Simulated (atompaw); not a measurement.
Ranking PAW (atompaw) potentials for mercury (Hg)

All share these settings but for the change named:

```
Element                 : mercury (Hg)
Generator               : atompaw 4.2.0.5
Type                    : PAW
Functional              : PBE
Relativity              : scalar-relativistic
Frozen core             : [Xe] 4f14
Valence charge          : 12
Reference configuration : 5d10 6s1 6p1
Partial waves           : 6s (bound): rc 2.20 bohr; 6s channel at 0.05 Ry: rc 2.20 bohr; 6p (bound): rc 3.00 bohr; 6p channel at 1.4 Ry: rc 3.00 bohr; 5d (bound): rc 3.00 bohr; 5d channel at 1.8 Ry: rc 1.95 bohr
Local potential         : ultrasoft scheme with l = 3 at 0 Ry, radius 2.45 bohr
Core correction         : smooth core density matched at 2.65 bohr
Augmentation charge     : sinc compensation charge, radius 2.20 bohr; PAW radius 3.00 bohr; waves and projectors: custom rrkj vanderbiltortho
```

Cutoff: the first of the cutoffs (Ry, on a coarse ladder) from which the occupation-weighted sum of valence levels, in a spherical-Bessel basis at the reference potential, stays within 10 and 1 mRy of its value at 400 Ry; the density cutoff is not measured.

The base gives 12 Ry.

Of 6 variants that were run, those that failed, showed a ghost or another fault, or gave nearly equal values are left out.

A variant can come out equal or close to the base.

Problem. Rank these variants from softest to hardest (loose cutoff).
A. all radii scaled by about 1.29 (s 2.82, p 3.86, d 3.86 bohr); local potential ultrasoft scheme with l = 3 at 0 Ry, radius 3.14 bohr; augmentation sinc compensation charge, radius 2.82 bohr; PAW radius 3.86 bohr; waves and projectors: custom rrkj vanderbiltortho; core correction smooth core density matched at 3.40 bohr
B. all radii scaled by about 1.06 (s 2.32, p 3.18, d 3.18 bohr); local potential ultrasoft scheme with l = 3 at 0 Ry, radius 2.60 bohr; augmentation sinc compensation charge, radius 2.32 bohr; PAW radius 3.18 bohr; waves and projectors: custom rrkj vanderbiltortho; core correction smooth core density matched at 2.80 bohr
C. all radii scaled by about 0.95 (s 2.08, p 2.84, d 2.84 bohr); local potential ultrasoft scheme with l = 3 at 0 Ry, radius 2.32 bohr; augmentation sinc compensation charge, radius 2.08 bohr; PAW radius 2.84 bohr; waves and projectors: custom rrkj vanderbiltortho; core correction smooth core density matched at 2.50 bohr

Solution. A (8 Ry), B (10 Ry), C (12 Ry).
